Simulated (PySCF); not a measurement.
**Basis and Hamiltonian dependence of the excitation energy of Bi⁺**

Bi⁺ [Xe] 4f14 5d10 6s2 6p2 (3P) → Bi⁺ [Xe] 4f14 5d10 6s2 6p1 6d1 (high-spin determinant). Calculated with PySCF 2.14 from differences of total energies of unrestricted determinants, without spin-orbit coupling. Values in eV.

```tsv
basis	Hamiltonian	functions	UHF	LDA	PBE0	MP2 (valence)	CCSD(T) (valence)
aug-cc-pVTZ-DK3	spin-free X2C	84	9.139	8.742	8.794	9.061	8.572
def2-QZVPPD with the def2 core potential (60 electrons)	ECP	88	9.086	8.714	8.763	9.065	8.604
aug-cc-pVQZ-PP with ECP60MDF	ECP	92	9.077	8.711	8.757	9.021	8.574
aug-cc-pwCVTZ-PP with ECP60MDF	ECP	96	9.103	8.719	8.773	9.039	8.585
aug-cc-pVQZ-PP with one added diffuse shell each of s, p, d, f, g type with ECP60MDF	ECP	117	9.071	8.707	8.752	9.019	n/a
aug-cc-pwCVTZ-DK3	spin-free X2C	125	9.139	8.752	8.800	9.070	8.598
aug-cc-pwCVTZ-DK3 with one added diffuse shell each of s, d, f type	spin-free X2C	138	9.096	n/a	n/a	n/a	n/a
```

Frozen in the all-electron rows: valence: [Xe] 4f14 5d10; with a core potential, the same shells as far as they lie outside it.

One determinant mixes LS terms of the configuration, so the numbers do not refer to single terms. Spin-orbit coupling is strong in these open shells (close to jj coupling), so the scalar numbers refer to model states.
